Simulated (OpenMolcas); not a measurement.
Ta4+ (d1) in a complex was computed by SS-CASPT2, IPEA 0.25 Eh, imaginary shift 0.1 Eh with the d shell active (OpenMolcas, ANO-RCC-VTZP on the metal). Its lowest spin-free states, and all those of the highest spin:

```json
{"2S+1": "2", "Degeneracy": "3", "E (cm-1)": "0"}
{"2S+1": "2", "Degeneracy": "2", "E (cm-1)": "34320"}
```

Problem. Is the site octahedral, tetrahedral or cube-like, axial, or of lower symmetry?

Solution. The states with 2S+1 = 2 have orbital degeneracies 3, 2. Threefold states need a cubic site. For d1 at this spin an octahedron puts the threefold T2 below the twofold E and a tetrahedron or cube puts the twofold E below the threefold T2, so the site is octahedral. The first gap at this spin, 34300 cm-1, is |10Dq| in ligand-field theory. The run had Ta4+ with 6 ligands (fluoride) in octahedral coordination (Oh) at 1.99 Å. A charge of +0.333 e stands 2.8 Å behind each ligand. Ligand basis ANO-RCC-VDZP.

Roots that are degenerate in the reference are averaged as groups; the widest CASPT2 spread within a group is 86 cm-1 (the 3-fold group of multiplicity 2 near 0 cm-1 above the lowest state of its run). Shifts and gaps below about the spread of the groups concerned are not significant. Over all roots computed the reference weight is 0.71; a low but even weight reflects the number of correlated electrons. An orbital triplet at a regular site is open to Jahn-Teller coupling, which can distort the site and quench the lowest spin-orbit gaps and is left out. The least metal-like active orbital is 77 % on the metal (Löwdin) and no ligand orbital is active, so the numbers are rough. Ligand-to-metal charge-transfer states are missing. With one d shell and no ligand orbital active, 10Dq can be off by a tenth or more. No measured value stands beside these numbers; the geometry was imposed, not optimised, and the real ion may take another.
